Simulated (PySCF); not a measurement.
dimethyl telluride (C2H6Te), singlet, geometry from GFN2-xTB (all electrons, no relativity); HF/STO-3G in PySCF.

Input for PySCF:
```python
from pyscf import gto, scf

mol = gto.M(
    atom='''
C     1.51403960   -0.61814695    0.97361016
Te    0.01637111    0.19648656   -0.35400888
C    -1.60205503   -0.43829160    0.92933228
H     1.38011691   -1.68745138    1.07645886
H     2.48866467   -0.41855255    0.54994310
H     1.44343271   -0.14926988    1.94678120
H    -1.59498997   -1.51573359    1.03418433
H    -2.53486000   -0.12860379    0.47856174
H    -1.50556944    0.02094119    1.90487761
''',
    basis='sto-3g',
    verbose=4,
)

mf = scf.RHF(mol)
mf.kernel()
```

What the program printed (banner, timings and long lists left out):

```
PySCF version 2.14.0

[INPUT] verbose = 4
[INPUT] num. atoms = 9
[INPUT] num. electrons = 70
[INPUT] charge = 0
[INPUT] spin (= nelec alpha-beta = 2S) = 0
[INPUT] symmetry False subgroup None
[INPUT] Mole.unit = angstrom
[INPUT] Symbol           X                Y                Z      unit          X                Y                Z       unit  Magmom
[INPUT]  1 C      1.514039600000  -0.618146950000   0.973610160000 AA    2.861120185746  -1.168128440235   1.839856554494 Bohr   0.0
[INPUT]  2 Te     0.016371110000   0.196486560000  -0.354008880000 AA    0.030936914255   0.371305785558  -0.668979828864 Bohr   0.0
[INPUT]  3 C     -1.602055030000  -0.438291600000   0.929332280000 AA   -3.027445243182  -0.828251086697   1.756183487918 Bohr   0.0
[INPUT]  4 H      1.380116910000  -1.687451380000   1.076458860000 AA    2.608042979781  -3.188820956719   2.034212429762 Bohr   0.0
[INPUT]  5 H      2.488664670000  -0.418552550000   0.549943100000 AA    4.702894642181  -0.790949688238   1.039241843094 Bohr   0.0
[INPUT]  6 H      1.443432710000  -0.149269880000   1.946781200000 AA    2.727692501139  -0.282079191847   3.678883292452 Bohr   0.0
[INPUT]  7 H     -1.594989970000  -1.515733590000   1.034184330000 AA   -3.014094214728  -2.864321362904   1.954325146017 Bohr   0.0
[INPUT]  8 H     -2.534860000000  -0.128603790000   0.478561740000 AA   -4.790191164115  -0.243025941681   0.904350622295 Bohr   0.0
[INPUT]  9 H     -1.505569440000   0.020941190000   1.904877610000 AA   -2.845113903115   0.039573113822   3.599696983716 Bohr   0.0

nuclear repulsion = 245.740803929812
number of shells = 23
number of NR pGTOs = 129
number of NR cGTOs = 43
basis = sto-3g
ecp = {}

******** <class 'pyscf.scf.hf.RHF'> ********
method = RHF
initial guess = minao
damping factor = 0
level_shift factor = 0
DIIS = <class 'pyscf.scf.diis.CDIIS'>
diis_start_cycle = 1
diis_space = 8
diis_damp = 0
SCF conv_tol = 1e-09
SCF conv_tol_grad = None
SCF max_cycles = 50
direct_scf = True
direct_scf_tol = 1e-13
Set gradient conv threshold to 3.16228e-05
Initial guess from minao.
init E= -6605.14669024898
  HOMO = -0.470480639134526  LUMO = -0.112679330905764  gap/eV = 9.73627
cycle= 1 E= -6625.33219792558  delta_E= -20.2  |g|= 0.392  |ddm|= 3.44
  HOMO = -0.136738320385367  LUMO = 0.312122688695787  gap/eV = 12.21413
cycle= 2 E= -6625.43166723086  delta_E= -0.0995  |g|= 0.132  |ddm|= 1.01
  HOMO = -0.198921359796731  LUMO = 0.309658013425252  gap/eV = 13.83915
cycle= 3 E= -6625.43784710107  delta_E= -0.00618  |g|= 0.0274  |ddm|= 0.204
  HOMO = -0.216861762375757  LUMO = 0.291869027520102  gap/eV = 13.84327
cycle= 4 E= -6625.43839736588  delta_E= -0.00055  |g|= 0.00351  |ddm|= 0.0748
  HOMO = -0.217313011444084  LUMO = 0.291089362521972  gap/eV = 13.83433
cycle= 5 E= -6625.43840533036  delta_E= -7.96e-06  |g|= 0.000341  |ddm|= 0.00976
  HOMO = -0.217345013692354  LUMO = 0.29123769962247  gap/eV = 13.83924
cycle= 6 E= -6625.43840541833  delta_E= -8.8e-08  |g|= 4.36e-05  |ddm|= 0.00104
  HOMO = -0.217344171652736  LUMO = 0.291225900319012  gap/eV = 13.83890
cycle= 7 E= -6625.43840542003  delta_E= -1.71e-09  |g|= 4.18e-06  |ddm|= 0.000158
  HOMO = -0.217344929603109  LUMO = 0.291227862769282  gap/eV = 13.83897
cycle= 8 E= -6625.43840542004  delta_E= -5.46e-12  |g|= 5.37e-07  |ddm|= 1.63e-05
  HOMO = -0.217344773214995  LUMO = 0.291227925572309  gap/eV = 13.83897
Extra cycle  E= -6625.43840542003  delta_E= 7.28e-12  |g|= 1.66e-07  |ddm|= 1.22e-06
converged SCF energy = -6625.43840542003
```
